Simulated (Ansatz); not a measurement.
Start from `C[O][Ga]([Br])[O][SiH3]` and change one atom or group to get `C[O][Ga]([SH])[O][SiH3]`.

Ansatz, PBE0-D4/def2-TZVP geometries, multiplicity 1. Each molecule was computed in one conformer, which needn't be the lowest.

Scalar relativity is left out up to krypton.

```json
{"property": "HOMO energy (PBE0/def2-TZVPP) / eV", "`C[O][Ga]([Br])[O][SiH3]`": "-8.30"}
{"property": "HOMO energy (B3LYP/def2-TZVPP) / eV", "`C[O][Ga]([Br])[O][SiH3]`": "-8.06"}
{"property": "HOMO energy (ωB97M-V/def2-TZVPP) / eV", "`C[O][Ga]([Br])[O][SiH3]`": "-10.68"}
{"property": "LUMO energy (PBE/def2-TZVPP) / eV", "`C[O][Ga]([Br])[O][SiH3]`": "-2.37"}
{"property": "HOMO–LUMO gap (B3LYP/def2-TZVPP) / eV", "`C[O][Ga]([Br])[O][SiH3]`": "6.32"}
{"property": "size of the dipole moment (ωB97M-V/def2-TZVPP) / D", "`C[O][Ga]([Br])[O][SiH3]`": "1.20"}
```

Q: What does the change do to each property? (An estimate is asked.)

A: Computed: 
```
                                          property  `C[O][Ga]([SH])[O][SiH3]`  shift
                HOMO energy (PBE0/def2-TZVPP) / eV                      -7.86   0.44
               HOMO energy (B3LYP/def2-TZVPP) / eV                      -7.60   0.46
             HOMO energy (ωB97M-V/def2-TZVPP) / eV                     -10.10   0.58
                 LUMO energy (PBE/def2-TZVPP) / eV                      -1.96   0.41
             HOMO–LUMO gap (B3LYP/def2-TZVPP) / eV                       6.29  -0.03
size of the dipole moment (ωB97M-V/def2-TZVPP) / D                       1.13  -0.07
```

Dipoles are sizes alone; their direction can turn.

B3LYP here is the variant with VWN-RPA as its local correlation; programs differ in this.

Spin–orbit coupling is left out; it splits and shifts lone-pair levels of the heavy atoms by tenths of an eV.
